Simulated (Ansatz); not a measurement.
`ClB(Cl)Br` + `CC(=O)Cl` → boron trichloride + `CC(=O)Br` at 400 K and 1 bar (formal exchange of groups at a B–Br bond).

Isolated molecules relaxed with PBE0-D4/def2-TZVP in Ansatz; ΔE leaves out vibrations. CCSD(T)/CBS is the MP2 limit (def2-TZVPP, def2-QZVPP) plus CCSD(T) − MP2 in def2-TZVPP, frozen cores. This one scheme is used for every species. For Br outer-core shells are correlated without core-valence functions, which leaves a few kJ/mol of doubt a bond. Scalar relativity is left out up to krypton.

| species | CCSD(T)/CBS energy (Eh) | H − E (kJ/mol) | S (J/(mol·K)) |
| --- | --- | --- | --- |
| `ClB(Cl)Br` | -3517.78256 | 40.2 | 330.0 |
| `CC(=O)Cl` | -612.86293 | 146.7 | 315.4 |
| `ClB(Cl)Cl` | -1404.24732 | 41.0 | 308.8 |
| `CC(=O)Br` | -2726.40242 | 145.9 | 328.0 |

H − E and S are ideal-gas, rigid-rotor, harmonic terms from PBE0-D4/def2-TZVP. 1 Eh = 2625.50 kJ/mol, R = 8.31446 J/(mol·K).

Question: By hand: ΔE, ΔH, ΔS and ΔG.

Answer: ΔE = (-1404.24732) + (-2726.40242) − (-3517.78256) − (-612.86293) = -0.00425 Eh = -11.2 kJ/mol. Δ(H − E) = 41.0 + 145.9 − 40.2 − 146.7 = 0.0, so ΔH = -11.2 kJ/mol. ΔS = 308.8 + 328.0 − 330.0 − 315.4 = -8.6 J/(mol·K). ΔG = -11.2 − 400 × (-8.6)/1000 = -7.8 kJ/mol.

Question: By hand: the equilibrium constant, and the temperature at which ΔG would vanish if ΔH and ΔS stayed fixed.

Answer: log₁₀ K = −ΔG/(RT ln 10) = 1.0. ΔG = 0 at ΔH/ΔS = 1302 K, though so small a ΔS makes that figure unsure.

The number of gas molecules stays the same, so ΔS is small and ΔH decides. A doubt of 5 kJ/mol in ΔE shifts log₁₀ K by 0.7 here. These are equilibria of isolated gas molecules and say nothing of rates. Largest T1 diagnostic: 0.014 (customary marks: 0.02 for closed shells, 0.045 for open ones).
